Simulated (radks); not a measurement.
Values are calculated unless marked as measured or tabulated.
Species: Ar4+. Configuration: [Ne] 3s2 3p2 (the NIST ground configuration).

Level of theory: scalar-relativistic Kohn-Sham, LDA (Slater exchange, Perdew-Wang correlation), spin-polarised, spherical densities, finite nucleus; open shells are filled with parallel spins first; Fermi nuclear charge, rms radius 3.4274 fm (a radial shooting solver on a logarithmic mesh with Libxc functionals).

Energy parts (hartree):
part                       energy
total                  -522.52570
kinetic                 525.03831
electron-nucleus      -1214.39586
Hartree                 194.27677
exchange-correlation    -27.44492

Orbitals (lengths in bohr, moments of r in powers of bohr; <r^-3> diverges for s and p1/2):
orbital  occ.  eigenvalue (hartree)  <r^-3>
1s up       1             -116.9120       -
1s down     1             -116.8890       -
2s up       1             -13.37808       -
2s down     1             -13.35310       -
2p up       3             -10.96543   127.7
2p down     3             -10.93475   127.7
3s up       1              -3.04543       -
3s down     1              -2.92732       -
3p up       2              -2.45762   16.14
3p down     0              -2.34411   15.86
3d up       0              -1.60622   1.251
3d down     0              -1.50610   1.221
4s up       0              -1.14827       -
4s down     0              -1.11599       -

The highest occupied level is 3p up at -66.875 eV. The spin density at the nucleus is -0.2557 e/bohr^3 (1s -0.4094, 2s -0.0655, 3s 0.2192). For comparison, the ionisation energy in NIST's Atomic Spectra Database is 74.8 eV (semi-empirical). In exact Kohn-Sham theory the highest level is minus the ionisation energy, but local and semilocal functionals leave it too shallow, through self-interaction and a potential that decays too fast; potentials with the right tail come closer. The electron density at the nucleus is 4332 e/bohr^3 (large components only). The density falls to 0.001 e/bohr^3 at r = 2.77 bohr. Summed over all electrons, <r^2> = 9.149 bohr^2, which gives a Langevin (diamagnetic) susceptibility term of -7.25 x 10^-6 cm^3/mol. Spin moment in Bohr magnetons: 2.
